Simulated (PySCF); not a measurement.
Si(F)3(NHSiH3) (F₃H₄NSi₂), SMILES F[Si](F)(F)N[SiH3].

Geometry: PBE-D3(BJ)/def2-SVP. One conformer was computed; it need not be the lowest.

These are PBE-D3(BJ)/def2-SVP (PySCF 2.14.0) values and carry that method's errors.

Frequencies are harmonic and unscaled.

```tsv
mode	ν (cm⁻¹)	IR (km/mol)	moving atoms (share of kinetic energy)
1	32	4.1	H 35 %, N 25 %, F 25 %, Si 15 %
2	73	0.3	H 86 %, F 8 %
3	112	1.5	F 48 %, Si 35 %, H 10 %
4	166	17.3	F 62 %, H 34 %
5	249	6.1	F 71 %, Si 19 %
6	311	10.6	F 46 %, H 39 %, N 8 %
7	322	33.2	F 66 %, Si 28 %
8	363	67.1	N 38 %, F 36 %, Si 15 %, H 11 %
9	389	49.6	F 51 %, Si 26 %, N 16 %, H 8 %
10	608	1.3	H 46 %, Si 23 %, F 20 %, N 12 %
11	692	28.4	H 86 %, Si 8 %
12	741	29.5	H 38 %, F 27 %, N 27 %
13	826	56.9	F 37 %, N 28 %, Si 24 %, H 11 %
14	901	54.9	H 96 %
15	916	296.0	H 83 %, Si 12 %
16	934	120.6	H 79 %, Si 12 %
17	951	177.6	F 50 %, Si 50 %
18	961	141.4	Si 47 %, F 45 %
19	992	98.2	H 55 %, Si 23 %, N 17 %
20	1152	279.5	H 54 %, N 37 %
21	2177	60.1	H 99 %
22	2179	116.1	H 96 %
23	2189	107.8	H 96 %
24	3533	61.9	H 93 %
```
